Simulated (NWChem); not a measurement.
# SiH$_{4}$O$_{3}$; SMILES O[SiH](O)O

```xyz
8

Si     0.0780    -0.0053     0.4813
O     -1.3474     0.1970    -0.3444
O      0.5815    -1.5225     0.0660
O      1.2549     1.0760     0.0748
H     -0.1230     0.1912     1.9353
H     -1.8668     0.9796    -0.1403
H     -0.1096    -2.1090    -0.2555
H      1.6778     0.9361    -0.7784
```
Atoms are numbered in this order, from 1.

Results from NWChem. Geometry: optimised at PBE0/def2-SVP. Level: B3LYP/def2-SVP with SMD (1 M gas to 1 M solution), gas-phase geometry. Reactions with the solvent are ignored.

Question: What does the run give for solvent methanol? Quantities: solvation free energy (kcal/mol); cavity-dispersion-structure term (kcal/mol); dipole in solution (D).

Answer: 
```json
{
  "solvation free energy (kcal/mol)": "-11.2",
  "cavity-dispersion-structure term (kcal/mol)": "1.9",
  "dipole in solution (D)": "2.11"
}
```
